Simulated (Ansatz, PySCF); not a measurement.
C3H12OSi2, SMILES C[SiH](C)C[SiH2]O. Atoms are numbered in the order given.

```xyz
18

C     -1.7379    -1.3108    -0.9306
Si    -1.3292     0.3923    -0.2283
C     -2.6879     0.9546     0.9531
C      0.3380     0.3490     0.6688
Si     1.7821    -0.3165    -0.3284
O      3.2671     0.0135     0.3721
H     -2.7228    -1.3081    -1.4253
H     -1.7633    -2.0691    -0.1304
H     -0.9896    -1.6325    -1.6728
H     -1.2268     1.3702    -1.3559
H     -3.6611     1.0134     0.4388
H     -2.7916     0.2492     1.7943
H     -2.4654     1.9497     1.3712
H      0.5820     1.3778     0.9900
H      0.2218    -0.2543     1.5880
H      1.5983    -1.7912    -0.5079
H      1.8363     0.3373    -1.6623
H      3.4314    -0.3672     1.2424
```
Charge 0, spin multiplicity 1.

Geometry: B3LYP-D3(BJ)/def2-SVP. This is a generated structure with no PubChem entry under its InChIKey; it may be hypothetical. One conformer was computed; it need not be the lowest.

Vertical ionisation energy (IE) and electron affinity (EA) in eV. Rows of orbital energies are one-electron estimates. Where ΔSCF, EOM or ADC give a negative EA the extra electron is unbound and the value depends on the basis.

| level | IE | EA |
|---|---|---|
| −ε(HOMO), −ε(LUMO), CAM-B3LYP/def2-TZVP (PySCF) | 9.42 | -1.23 |
| −ε(HOMO), −ε(LUMO), PBE/def2-TZVP (PySCF) | ? | ? |
| ΔSCF, PBE0/def2-SVPD (Ansatz), final states of multiplicity 2 and 2 | 9.84 | -1.26 |
| ΔSCF, PBE/def2-SVPD (Ansatz), final states of multiplicity 2 and 2 | 9.33 | -1.06 |

**Question.** What belongs in the gaps? (Estimate from the structure and the level; the computed values follow.)

**Answer.** 
- −ε(HOMO), −ε(LUMO), PBE/def2-TZVP (PySCF), IE: 6.68
- −ε(HOMO), −ε(LUMO), PBE/def2-TZVP (PySCF), EA: 0.53

**Question.** What vertical singlet–triplet gap does ΔSCF give with PBE0/def2-SVPD (Ansatz, a first-principles code) and with PBE/def2-SVPD (Ansatz)? (Estimate from the structure and the level; the computed values follow.)

**Answer.** 6.59 and 6.00 eV (triplet above singlet where positive).
